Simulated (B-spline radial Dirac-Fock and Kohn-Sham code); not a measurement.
**Binding energies of Pb³⁹⁺**

System: lead as Pb³⁹⁺, 1s2 2s2 2p6 3s2 3p6 3d10 4s2 4p6 4d7; nuclear rms radius 5.5012 fm (A = 208).

Input of the calculation (task.json; shells as n, l, electrons):

```json
{"items": [{
  "Z": 82,
  "q": 39,
  "cfg": [[1, 0, 2], [2, 0, 2], [2, 1, 6], [3, 0, 2], [3, 1, 6], [3, 2, 10], [4, 0, 2], [4, 1, 6], [4, 2, 7]],
  "A": 208,
  "rrms": 5.5012,
  "do": ["binding"]
}]}
```

Run with: `python xray_run.py task.json out`

Method: Dirac-Fock (average of configuration) total-energy differences with a finite nucleus, the Breit interaction including its frequency dependence, and self-energy and vacuum-polarisation corrections. Computed with a radial finite-basis atomic code. Correlation and solid-state effects are left out. Energies are counted from the vacuum level. Subshells whose hole state is unreliable or did not converge are left out.

All terms are in eV, carry their sign (relaxation lowers the binding energy) and add up to the binding energy; ⟨r⟩ is the mean radius of the orbital in the initial state.

```
  subshell  −ε (Koopmans)  relaxation    Breit      QED  binding energy  ⟨r⟩ (bohr)
    K (1s)        90290.8      -67.14  -324.53  -170.88         89728.2       0.016
   L1 (2s)        17696.2      -29.46   -38.77   -26.34         17601.7       0.067
L2 (2p1/2)        17031.5      -34.40   -63.42    -0.79         16932.9       0.055
L3 (2p3/2)        14839.4      -30.29   -37.01    -2.97         14769.1       0.064
   M1 (3s)         5581.3       -8.65    -7.87    -6.26          5558.6       0.172
M2 (3p1/2)         5286.1       -9.61   -12.92    -0.35          5263.2       0.163
M3 (3p3/2)         4781.6       -8.25    -7.21    -0.78          4765.3       0.178
M5 (3d5/2)         4199.8      -10.06    -3.92     0.19          4186.0       0.160
   N1 (4s)         2410.5       -1.45    -2.32    -1.89          2404.9       0.357
N2 (4p1/2)         2276.5       -1.56    -3.73    -0.10          2271.1       0.354
N3 (4p3/2)         2124.3       -1.31    -2.03    -0.23          2120.7       0.378
 N4,5 (4d)         1897.9       -1.40    -1.18     0.09          1895.4       0.375
```

For the deepest level, K (1s), the Breit terms make up -0.362 % of the binding energy, QED -0.190 % and orbital relaxation -0.075 %.

Spin-orbit splittings: 2p 2163.8 eV, 3p 497.8 eV, 4p 150.4 eV.

Going to the tabulated ground configuration of the next ion removes an electron from N4,5 (4d), computed at 1895.4 eV. NIST lists 1884 ± 4 eV as the ionisation energy of this species (theoretical), -11.44 eV from the computed value. Where a p, d or f shell is open in either ion the computed value averages over both j values and all terms, while the table refers to the lowest levels; that difference holds spin-orbit splitting (largest in heavy or highly charged ions), term energies where several electrons share open shells, and correlation, and it can reach 10 % or more.
